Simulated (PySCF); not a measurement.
## Excitation energies in several basis sets

Compound: C3H2ClNSe.
Structure used (PBE0-D3(BJ)/def2-SVP), in Å, numbered top down from 1:
```xyz
8
C3H2ClNSe angstrom
Cl     2.4239   -0.7779   -1.4275
C      0.9772   -0.1959   -0.7002
C      0.9414    0.9151    0.0968
Se    -0.7930    1.1978    0.6732
C     -1.1899   -0.3324   -0.3265
N     -0.1811   -0.8697   -0.9268
H      1.7763    1.5558    0.3706
H     -2.2077   -0.7259   -0.3857
```

TDDFT with PBE0 (PySCF), vertical singlets, core orbitals frozen in the response, spherical d and f functions. Geometry: PBE0-D3(BJ)/def2-SVP; no solvent, vibrations or thermal averaging. The PBE0/6-31G* calculation is non-relativistic and has no spin–orbit coupling, an omission that weighs most on selenium.

Question: How do the low singlets change with the basis? Take 6-31G*, def2-SVP, def2-SVPD, aug-cc-pVDZ, def2-TZVP and def2-TZVPD.

Answer: 

```
      basis  functions  diffuse  S1 (eV)  S2 (eV)  S3 (eV)  S4 (eV)  S5 (eV)  LUMO (eV)  α (au)
     6-31G*        110       no     5.10     5.14     5.27     6.13     6.14      -1.12    63.6
   def2-SVP        116       no     5.06     5.16     5.27     6.10     6.32      -1.28    63.0
  def2-SVPD        164      yes     4.97     5.02     5.18     5.97     6.06      -1.48    79.0
aug-cc-pVDZ        173      yes     4.95     5.00     5.21     5.95     6.05      -1.43    79.8
  def2-TZVP        221       no     4.96     5.07     5.17     5.97     6.13      -1.37    74.3
 def2-TZVPD        269      yes     4.93     4.98     5.16     5.93     6.04      -1.43    80.7
```

States are compared by their number. Against the largest diffuse basis here (def2-TZVPD, itself not a converged limit), sets without diffuse functions differ by up to 0.16 eV in S1 and 0.29 eV in S5; the smaller diffuse sets differ by up to 0.04 and 0.02 eV. State by state, the largest deviation of a set without diffuse functions is S1 0.16, S2 0.18, S3 0.11, S4 0.20, S5 0.29 eV. The same number needn't mean the same state in each row. Against def2-TZVPD the polarisability deviates by -21% in 6-31G*, -22% in def2-SVP, -2% in def2-SVPD, -1% in aug-cc-pVDZ, -8% in def2-TZVP.
